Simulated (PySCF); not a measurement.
Gas-phase reaction: 2 TaCl₃NH + H₂ + 2 Cl ⇌ 2 TaCl₄NH₂

Energies from PySCF, thermal terms from the rigid-rotor harmonic-oscillator model, ideal gas at 1 bar. † marks an energy on the PBE0/def2-TZVP geometry and frequencies; other levels use their own. MP2 and CCSD(T) freeze the core. Open shells (unrestricted): Cl (multiplicity 2); the rest are closed-shell singlets. Spin-orbit splitting is ignored; it lowers the true energy and changes the entropy of Cl. Ta: scalar-relativistic def2 core potential, no spin-orbit coupling. TaCl₃NH, TaCl₄NH₂: computed as isolated molecules; such fragments, hydroxides, amides, oligomers or adducts are transient or little studied in the gas. MP2 isn't extrapolated to the basis-set limit. CCSD(T) isn't extrapolated to the basis-set limit.

```csv
level,"ΔH°(298 K), kJ"
BLYP/def2-TZVP†,?
CCSD(T)/def2-SVP†,?
HF/def2-TZVP†,?
MP2/def2-TZVPP†,-637
PBE/def2-SVP,-697
PBE0/def2-QZVP†,-678
PBE0/def2-SVP†,-686
PBE0/def2-TZVP,-672
r2SCAN/def2-TZVP†,-695
LDA/def2-TZVP†,?
ωB97M-V/def2-TZVP†,-685
```

Q: Fill in the missing entries.

A: 
- BLYP/def2-TZVP†, ΔH°(298 K), kJ: -595
- CCSD(T)/def2-SVP†, ΔH°(298 K), kJ: -589
- HF/def2-TZVP†, ΔH°(298 K), kJ: -493
- LDA/def2-TZVP†, ΔH°(298 K), kJ: -845
